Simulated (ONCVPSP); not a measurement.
# Tc: excitation energies, all-electron against ONCV

| Quantity | Value |
| --- | --- |
| Element | technetium (Tc) |
| Generator | ONCVPSP 4.0.1 |
| Type | optimised norm-conserving Vanderbilt (ONCV) |
| Functional | PBE |
| Relativity | scalar-relativistic |
| Frozen core | [Ar] 3d10 |
| Valence charge | 15 |
| Reference configuration | 4s2 4p6 4d5 5s2 |
| Partial waves | 4s+5s: rc 1.55 bohr, ncon 4, nbas 8, qcut 6.3 1/bohr, 2 projectors; 4p: rc 1.25 bohr, ncon 4, nbas 7, qcut 7.3 1/bohr, 2 projectors, debl 3.2 Ha; 4d: rc 2.35 bohr, ncon 4, nbas 9, qcut 7.9 1/bohr, 2 projectors, debl 0.5 Ha |
| Local potential | polynomial inside 1.05 bohr (lpopt 2, dvloc0 4 Ha) |
| Core correction | none |

Energies are relative to the spin-unpolarised reference configuration 4s2 4p6 4d5 5s2; without spin polarisation the order of configurations can differ from experiment.

(1) Give the all-electron excitation energy and the error of the potential for: 4s2 4p6 4d5 5s1; 4s2 4p6 4d5 5s0; 4s2 4p6 4d4 5s0; 4s2 4p6 4d6 5s0.

Levels in the configuration 4s2 4p6 4d4 5s0:

| level | all-electron (eV) | pseudo (eV) |
| --- | --- | --- |
| 4s | -103.671 | -103.679 |
| 4p | -75.379 | -75.377 |
| 4d | -35.154 | -35.134 |

## Answers

(1)

```tsv
valence configuration	charge	ΔE all-electron (eV)	error AE − PS (meV)
4s2 4p6 4d5 5s1	+1	8.154	-1.3
4s2 4p6 4d5 5s0	+2	23.005	-4.5
4s2 4p6 4d4 5s0	+3	51.711	-2.4
4s2 4p6 4d6 5s0	+1	6.166	+3.6
```
